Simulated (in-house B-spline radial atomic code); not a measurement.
## Binding energies in the arsenic ion As⁶⁺

NIST's tabulated ground configuration is [Ar] 3d9; each binding energy is the energy of the ion with one electron taken from that subshell, relaxed, less that of the parent. Computed with an all-electron radial atomic-structure program (B-spline basis): Dirac-Hartree-Fock, average of configuration, Fermi nucleus of rms radius 4.0968 fm. Energies include first-order Breit, QED and recoil terms.

```csv
subshell,X-ray name,binding energy (eV),-ε (eV),relaxation (eV)
1s,K,11983.5,12053.5,45.2
2s,L1,1652,1674.3,20.2
2p1/2,L2,1476.2,1500.7,22.4
2p3/2,L3,1440.3,1463.7,22.0
3s,M1,317.8,321.8,3.7
3p1/2,M2,257.4,261.4,3.7
3p3/2,M3,252.2,255.9,3.6
3d,"M4,5",149.8,153.4,3.6
```

Relaxation = -ε minus the binding energy without Breit, QED and recoil terms.

Emission lines follow as differences of binding energies, with λ = 12398.42 eV·Å / E:

```json
{"line": "K-L3", "holes": "1s → 2p3/2", "energy (eV)": "10543.2", "wavelength (Å)": "1.176"}
{"line": "K-L2", "holes": "1s → 2p1/2", "energy (eV)": "10507.3", "wavelength (Å)": "1.18"}
{"line": "K-M3", "holes": "1s → 3p3/2", "energy (eV)": "11731.3", "wavelength (Å)": "1.0569"}
{"line": "L1-M3", "holes": "2s → 3p3/2", "energy (eV)": "1399.8", "wavelength (Å)": "8.8573"}
{"line": "L3-M1", "holes": "2p3/2 → 3s", "energy (eV)": "1122.5", "wavelength (Å)": "11.045"}
```

Question: What screening constant σ does Moseley's law, E = (3/4)·13.6057 eV·(Z - σ)², need for K-L3?

Answer: σ = 0.86.

Question: What does it cost to remove both a 2s and a 3p1/2 electron?

Answer: 1948.2 eV, which is 38.85 eV more than the two single binding energies together.

Question: What does it cost to remove two 2p1/2 electrons?

Answer: 3052.4 eV, which is 99.95 eV more than the two single binding energies together.

Question: What does it cost to remove both a 1s and a 2p1/2 electron?

Answer: 13595 eV, which is 135.1 eV more than the two single binding energies together.
